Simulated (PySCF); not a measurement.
## Polarisability and C₆ of Os⁺ (osmium, charge +1)

[Xe] 4f14 5d6 6s1, high-spin 6D determinant. Computed with PySCF 2.14 in aug-cc-pVTZ-PP with one added diffuse shell each of s, p, d, f, g type with ECP60MDF (7s7p6d4f3g, 113 functions), with a scalar-relativistic core potential. Coupled (time-dependent) response in atomic units; α is the mean over directions.

```
method  mean α (bohr³)         α xx, yy, zz  C₆ (like pair)  S(−4)
  PW91           27.20  27.61, 27.61, 26.36           226.5  269.5
```

S(−4) is the Cauchy moment in α(ω) = α(0) + S(−4) ω² + …

Spin-orbit coupling is absent.

α(iu) at PW91:

| u (hartree) | α(iu) (bohr³) |
| --- | --- |
| 0 | 27.20 |
| 0.0500 | 26.55 |
| 0.100 | 24.83 |
| 0.200 | 20.20 |
| 0.300 | 16.08 |
| 0.500 | 10.82 |
| 0.750 | 7.396 |
| 1.00 | 5.464 |
| 1.50 | 3.388 |
| 2.00 | 2.315 |
| 3.00 | 1.271 |
| 5.00 | 0.5412 |

For an ion, C₆ is the dispersion term alone; charge-induced terms of lower order in 1/R come first.

The components differ because the open shell of this determinant is not spherical; for a pure term their mean is the scalar polarisability.

Energies and moments cover only the electrons outside the core potential. Spin-orbit coupling, absent here, splits the open shell strongly.
